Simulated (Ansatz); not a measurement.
Reaction: Ge2H6 (SMILES [GeH3][GeH3]) → Ge2H6+ (parent SMILES [GeH3][GeH3], doublet) + e-
Each species at its own B3LYP-D3(BJ)/def2-TZVP minimum (Ansatz, an electronic-structure program).

Quantity: adiabatic ionisation energy (electronic), in eV. Open shells are spin-unrestricted; no spin-orbit coupling. Correlated methods leave the cores frozen (noble-gas shells, and filled d and f shells in the p block). No relativity. CBS(X,Y): correlation extrapolated as X^-3, Hartree-Fock from the larger set. A bracket is a step between two methods taken in the basis named. Double hybrids freeze cores in their MP2 part. The spin of H6Ge2+ (parent SMILES [GeH3][GeH3], doublet) was assumed, and the state is the lowest solution found for it.

CCSD(T)/CBS(cc-pVTZ,cc-pVQZ) + [CCSDT(Q) - CCSD(T)]/cc-pVDZ (Ansatz) gives 9.37 eV.

Q: How far off this value is PBE/def2-TZVPD (Ansatz), in which direction, and how far these levels: r2SCAN/def2-TZVPD, B3LYP/def2-TZVPD, PBE0/def2-TZVPD, wB97M-V/def2-TZVPD, B2PLYP/def2-TZVPD, CCSD(T)/CBS(cc-pVTZ,cc-pVQZ)?

A: PBE gives 9.21 eV, 0.16 eV below it. Differences of the others: r2SCAN/def2-TZVPD (Ansatz) -0.08; B3LYP/def2-TZVPD (Ansatz) -0.06; PBE0/def2-TZVPD (Ansatz) -0.08; wB97M-V/def2-TZVPD (Ansatz) -0.03; B2PLYP/def2-TZVPD (Ansatz) -0.13; CCSD(T)/CBS(cc-pVTZ,cc-pVQZ) (Ansatz) 0.00 eV.
